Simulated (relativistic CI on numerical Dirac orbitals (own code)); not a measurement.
# Energy levels of Eu LXII

Method of calculation: Dirac-Coulomb-Breit CI, KLI orbitals optimised for each configuration, a model potential for QED, unscaled Slater integrals (own radial code, finite nucleus).

Configuration list: 1s2, 1s 2s, 1s 2p, 1s 3s, 1s 3p, 1s 3d, 1s 4s, 1s 4p, 1s 4d, 1s 4f, 1s 5s, 1s 5p, 1s 5d, 1s 5f, 1s 5g, 1s 6s, 1s 6p, 1s 6d, 2s2. Levels of other configurations are missing.

| No. | Configuration | Term | J | E (Ry) | % | Next component (%) | Lifetime (s) | jj configuration (%) |
| --- | --- | --- | --- | --- | --- | --- | --- | --- |
| 1 | 1s2 | 1S | 0 | 0.00 | 100 |  |  | closed (100) |
| 2 | 1s 2s | 3S | 1 | 3066.50 | 100 |  | 5.25e-13 | 1s 2s (100) |
| 3 | 1s 2p | 3P° | 1 | 3073.40 | 69 | 31 1P° | 1.65e-16 | 1s 2p1/2 (100) |
| 4 | 1s 2p | 3P° | 0 | 3074.66 | 100 |  |  | 1s 2p1/2 (100) |
| 5 | 1s 2s | 1S | 0 | 3074.69 | 100 |  |  | 1s 2s (100) |
| 6 | 1s 2p | 3P° | 2 | 3129.70 | 100 |  | 9.53e-14 | 1s 2p3/2 (100) |
| 7 | 1s 2p | 1P° | 1 | 3132.77 | 69 | 31 3P° | 8.16e-17 | 1s 2p3/2 (100) |
| 8 | 1s 3s | 3S | 1 | 3651.86 | 100 |  | 6.82e-15 | 1s 3s (100) |
| 9 | 1s 3p | 3P° | 1 | 3653.73 | 69 | 31 1P° | 5.20e-16 | 1s 3p1/2 (100) |
| 10 | 1s 3s | 1S | 0 | 3654.05 | 100 |  | 7.02e-15 | 1s 3s (100) |
| 11 | 1s 3p | 3P° | 0 | 3654.06 | 100 |  | 2.60e-15 | 1s 3p1/2 (100) |
| 12 | 1s 3p | 3P° | 2 | 3670.47 | 100 |  | 3.24e-15 | 1s 3p3/2 (100) |
| 13 | 1s 3d | 3D | 2 | 3671.15 | 60 | 40 1D | 9.46e-16 | 1s 3d3/2 (100) |
| 14 | 1s 3d | 3D | 1 | 3671.33 | 100 |  | 9.70e-16 | 1s 3d3/2 (100) |
| 15 | 1s 3p | 1P° | 1 | 3671.37 | 69 | 31 3P° | 2.68e-16 | 1s 3p3/2 (100) |
| 16 | 1s 3d | 3D | 3 | 3676.20 | 100 |  | 1.05e-15 | 1s 3d5/2 (100) |
| 17 | 1s 3d | 1D | 2 | 3676.35 | 60 | 40 3D | 1.02e-15 | 1s 3d5/2 (100) |
| 18 | 1s 4s | 3S | 1 | 3853.53 | 100 |  | 1.02e-14 | 1s 4s (100) |
| 19 | 1s 4p | 3P° | 1 | 3854.29 | 69 | 31 1P° | 1.20e-15 | 1s 4p1/2 (100) |
| 20 | 1s 4s | 1S | 0 | 3854.42 | 100 |  | 1.02e-14 | 1s 4s (100) |
| 21 | 1s 4p | 3P° | 0 | 3854.42 | 100 |  | 4.48e-15 | 1s 4p1/2 (100) |
| 22 | 1s 4p | 3P° | 2 | 3861.32 | 100 |  | 5.40e-15 | 1s 4p3/2 (100) |
| 23 | 1s 4d | 3D | 2 | 3861.60 | 60 | 40 1D | 2.17e-15 | 1s 4d3/2 (100) |
| 24 | 1s 4d | 3D | 1 | 3861.68 | 100 |  | 2.23e-15 | 1s 4d3/2 (100) |
| 25 | 1s 4p | 1P° | 1 | 3861.69 | 69 | 31 3P° | 6.29e-16 | 1s 4p3/2 (100) |
| 26 | 1s 4d | 3D | 3 | 3863.74 | 100 |  | 2.43e-15 | 1s 4d5/2 (100) |
| 27 | 1s 4f | 3F° | 3 | 3863.76 | 57 | 43 1F° | 4.71e-15 | 1s 4f5/2 (100) |
| 28 | 1s 4f | 3F° | 2 | 3863.80 | 100 |  | 4.71e-15 | 1s 4f5/2 (100) |
| 29 | 1s 4d | 1D | 2 | 3863.81 | 60 | 40 3D | 2.33e-15 | 1s 4d5/2 (100) |
| 30 | 1s 4f | 3F° | 4 | 3864.81 | 100 |  | 4.83e-15 | 1s 4f7/2 (100) |
| 31 | 1s 4f | 1F° | 3 | 3864.83 | 57 | 43 3F° | 4.83e-15 | 1s 4f7/2 (100) |
| 32 | 1s 5s | 3S | 1 | 3945.70 | 100 |  | 1.62e-14 | 1s 5s (100) |
| 33 | 1s 5p | 3P° | 1 | 3946.07 | 69 | 31 1P° | 2.31e-15 | 1s 5p1/2 (100) |
| 34 | 1s 5s | 1S | 0 | 3946.14 | 100 |  | 1.59e-14 | 1s 5s (100) |
| 35 | 1s 5p | 3P° | 0 | 3946.14 | 100 |  | 7.69e-15 | 1s 5p1/2 (100) |
| 36 | 1s 5p | 3P° | 2 | 3949.66 | 100 |  | 9.11e-15 | 1s 5p3/2 (100) |
| 37 | 1s 5d | 3D | 2 | 3949.80 | 60 | 40 1D | 4.13e-15 | 1s 5d3/2 (100) |
| 38 | 1s 5d | 3D | 1 | 3949.84 | 100 |  | 4.27e-15 | 1s 5d3/2 (100) |
| 39 | 1s 5p | 1P° | 1 | 3949.85 | 69 | 31 3P° | 1.22e-15 | 1s 5p3/2 (100) |
| 40 | 1s 5d | 3D | 3 | 3950.89 | 100 |  | 4.67e-15 | 1s 5d5/2 (100) |
| 41 | 1s 5f | 3F° | 3 | 3950.90 | 57 | 43 1F° | 9.03e-15 | 1s 5f5/2 (100) |
| 42 | 1s 5f | 3F° | 2 | 3950.92 | 100 |  | 9.04e-15 | 1s 5f5/2 (100) |
| 43 | 1s 5d | 1D | 2 | 3950.93 | 60 | 40 3D | 4.45e-15 | 1s 5d5/2 (100) |
| 44 | 1s 5f | 3F° | 4 | 3951.44 | 100 |  | 9.28e-15 | 1s 5f7/2 (100) |
| 45 | 1s 5g | 3G | 4 | 3951.44 | 55 | 45 1G | 1.56e-14 | 1s 5g7/2 (100) |

Energies count from the lowest computed level; ° marks odd parity; lifetimes are radiative, by E1, M1, E2, M2 decay to levels of this space only; some are left blank where a channel outside the calculation adds to the decay or the decay crosses a small, uncertain gap. Filled j subshells are mostly left out of the jj labels.

The mean weight of the leading LS term, summed over parents, in these 45 levels is 85 %, and that of the leading jj configuration (from the same eigenvectors) 100 %, so jj coupling describes them better and the LS labels are nominal.

At this charge energies of transitions that change n are usually good to better than 1 %, and those within a shell (Δn = 0) to a few per cent.

LS names give the leading component of a level, which can be under half, so a name can repeat, a term be missing and a line seem to break the LS rules.
